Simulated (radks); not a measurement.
Values are calculated unless marked as measured or tabulated.
Ho2+, configuration [Xe] 4f11 (the NIST ground configuration). Level of theory: Dirac Kohn-Sham, exchange-only B88, spin-unpolarised, spherical densities, point nucleus; open shells fill j = l - 1/2 first (a radial shooting solver on a logarithmic mesh with Libxc functionals).

Unscreened Slater integrals over Kohn-Sham orbitals (eV). Large and small components are both included.

F0(4f7/2,4f7/2): 30.198
F2(4f7/2,4f7/2): 13.862
F4(4f7/2,4f7/2): 8.6077
F6(4f7/2,4f7/2): 6.1684
F0(4f7/2,4f5/2): 30.503
F2(4f7/2,4f5/2): 14.024
F4(4f7/2,4f5/2): 8.7127
G2(4f7/2,4f5/2): 13.989
G4(4f7/2,4f5/2): 8.6920
G6(4f7/2,4f5/2): 6.2302
F0(4f7/2,5p3/2): 18.951
F2(4f7/2,5p3/2): 6.4218
G2(4f7/2,5p3/2): 3.5304
G4(4f7/2,5p3/2): 2.6591
F0(4f7/2,5p1/2): 20.069
G4(4f7/2,5p1/2): 3.0860
F0(4f5/2,4f5/2): 30.815
F2(4f5/2,4f5/2): 14.193
F4(4f5/2,4f5/2): 8.8219
F0(4f5/2,5p3/2): 19.036
F2(4f5/2,5p3/2): 6.3683
G2(4f5/2,5p3/2): 3.4309
G4(4f5/2,5p3/2): 2.5967
F0(4f5/2,5p1/2): 20.167
G2(4f5/2,5p1/2): 4.0360
F0(5p3/2,5p3/2): 15.842
F2(5p3/2,5p3/2): 8.4873
F0(5p3/2,5p1/2): 16.389
G2(5p3/2,5p1/2): 8.6695
F0(5p1/2,5p1/2): 17.014
